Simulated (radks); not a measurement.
Te I, 52 electrons, occupied as [Kr] 4d10 5s2 5p4.

Method: scalar-relativistic Kohn-Sham, PBE, spin-polarised, spherical densities, point nucleus; open shells are filled with parallel spins first (spin-orbit coupling, left out, can overturn this in heavy ions); computed with a radial shooting solver on a logarithmic mesh with Libxc functionals.

Energy parts (hartree):
part                        energy
total                  -6794.50483
kinetic                 7119.10031
electron-nucleus      -16436.46256
Hartree                 2698.40234
exchange-correlation    -175.54492

Orbitals (lengths in bohr, moments of r in powers of bohr; r(max) is where P^2 peaks):
orbital  occ.  eigenvalue (hartree)   <1/r>   r(max)
1s up       1             -1162.352   55.58  0.01794
1s down     1             -1162.350   55.58  0.01794
2s up       1             -178.2430   12.72   0.1013
2s down     1             -178.2422   12.72   0.1013
2p up       3             -160.0028   12.18  0.08123
2p down     3             -160.0013   12.18  0.08123
3s up       1             -35.46855   4.545   0.2926
3s down     1             -35.46697   4.545   0.2926
3p up       3             -29.54004   4.323   0.2863
3p down     3             -29.53823   4.323   0.2863
3d up       5             -20.57833   4.088   0.2379
3d down     5             -20.57661   4.088   0.2379
4s up       1              -6.03917   1.822   0.7010
4s down     1              -6.03533   1.821   0.7011
4p up       3              -4.20256   1.663   0.7380
4p down     3              -4.19859   1.664   0.7381
4d up       5              -1.53033   1.366   0.8110
4d down     5              -1.52335   1.370   0.8109
5s up       1              -0.57346  0.6205    1.802
5s down     1              -0.52821  0.6258    1.785
5p up       3              -0.23768  0.4852    2.174
5p down     1              -0.19107  0.4789    2.166

The highest occupied level is 5p down at -5.199 eV. For comparison, the ionisation energy in NIST's Atomic Spectra Database is 9.010 eV (measured). In exact Kohn-Sham theory the highest level is minus the ionisation energy, but local and semilocal functionals leave it too shallow, through self-interaction and a potential that decays too fast; potentials with the right tail come closer. Spin moment in Bohr magnetons: 2.
